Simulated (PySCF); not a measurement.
PySCF input file for B(CF3)(H)(OH) (CH₂BF₃O), SMILES OBC(F)(F)F, IEF-PCM-M06-2X/def2-SVP. Coordinates come from a PBE0-D3(BJ)/def2-SVP optimisation. This is a generated structure with no PubChem entry under its InChIKey; it may be hypothetical. The values are those of a single conformer.

```python
import numpy as np
from pyscf import gto, scf, dft
from pyscf.solvent import pcm

mol = gto.M(
    atom='''
    B     0.76430684    1.03447258    0.00000000
    C     0.04655543   -0.40828095   -0.00000000
    F     0.36654889   -1.12842917   -1.08093922
    F     0.36654888   -1.12842917    1.08093922
    F    -1.30087497   -0.27431729   -0.00000001
    H     1.96324377    1.13211018    0.00000001
    O    -0.00105130    2.12643417    0.00000000
    H    -0.94570530    1.91431994    0.00000000
    ''',
    basis='def2-SVP',
    charge=0,
    spin=0,
    max_memory=1600,
    verbose=3,
)
mf = dft.RKS(mol, xc='m06-2x').density_fit(auxbasis='def2-universal-jkfit')
mf.grids.level = 4
mf.conv_tol = 1e-9
mf.max_cycle = 100
mf.kernel()
res = {}
for name, eps in {'water': 78.355, 'methanol': 32.613, 'chlorobenzene': 5.6968}.items():
    s = mf.PCM()
    s.with_solvent.method, s.with_solvent.eps, s.with_solvent.lebedev_order = 'IEF-PCM', eps, 29
    s.kernel(mf.make_rdm1())
    res[name] = (s.e_tot, eps, s.dip_moment(), s.mo_energy, s.converged)
    print(f'{name}: electrostatic solvation free energy {(s.e_tot - mf.e_tot) * 627.509474:.3f} kcal/mol')
```

It prints:

```
converged SCF energy = -438.478217216288

WARN: PCM is an experimental feature. It is still in testing.
Features and APIs may be changed in the future.

converged SCF energy = -438.484960207317
Dipole moment(X, Y, Z, Debye): -0.87452,  1.41841,  0.00000
water: electrostatic solvation free energy -4.231 kcal/mol

WARN: PCM is an experimental feature. It is still in testing.
Features and APIs may be changed in the future.

converged SCF energy = -438.484755756149
Dipole moment(X, Y, Z, Debye): -0.86716,  1.41424,  0.00000
methanol: electrostatic solvation free energy -4.103 kcal/mol

WARN: PCM is an experimental feature. It is still in testing.
Features and APIs may be changed in the future.

converged SCF energy = -438.483275248745
Dipole moment(X, Y, Z, Debye): -0.81595,  1.38288,  0.00000
chlorobenzene: electrostatic solvation free energy -3.174 kcal/mol
```

The calculation finished and met its thresholds.
